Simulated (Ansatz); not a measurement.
`F[SiH2][SnH3]` + `N=CS` → `N=C[S][SnH3]` + `F[SiH3]`  (cleavage of the Sn–Si bond)

Isolated molecules relaxed with PBE0-D4/def2-TZVP in Ansatz; ΔE leaves out vibrations. CCSD(T)/CBS is the MP2 limit (def2-TZVPP, def2-QZVPP) plus CCSD(T) − MP2 in def2-TZVPP, frozen cores. This one scheme is used for every species. DFT in def2-TZVPP. Elements past krypton have def2 core potentials. For Sn outer-core shells are correlated without core-valence functions, which leaves a few kJ/mol of doubt a bond. One conformer a species, not always the lowest.

**Question.** Is it downhill or uphill in electronic energy at CCSD(T)/CBS, and by how much? (Best estimate.)

**Answer.** Ansatz gave: Downhill: ΔE = -42.8 kJ/mol.

**Question.** What do these levels give: PBE-D4, PBE0-D4, B2PLYP, r2SCAN, PBE0, HF/def2-TZVPP, MP2/def2-TZVPP, SCS-MP2/def2-TZVPP, HF/def2-QZVPP, MP2/def2-QZVPP, SCS-MP2/def2-QZVPP, MP2/CBS(def2)? (Best estimate.)

**Answer.** The calculation gave: PBE-D4 -32.3, PBE0-D4 -32.8, B2PLYP -41.0, r2SCAN -37.7, PBE0 -31.2, HF/def2-TZVPP -44.3, MP2/def2-TZVPP -47.3, SCS-MP2/def2-TZVPP -47.2, HF/def2-QZVPP -45.0, MP2/def2-QZVPP -48.7, SCS-MP2/def2-QZVPP -48.6, MP2/CBS(def2) -49.4 kJ/mol.

Largest T1 diagnostic among the species: 0.015.

The D4 term adds −3.0 kJ/mol with B3LYP and −1.6 kJ/mol with PBE0; it sums over pairs of atoms, weighted by their polarisabilities, and B3LYP, whose exchange is more repulsive, gets the larger term.

B3LYP here is the variant with VWN-RPA as its local correlation; programs differ in this.
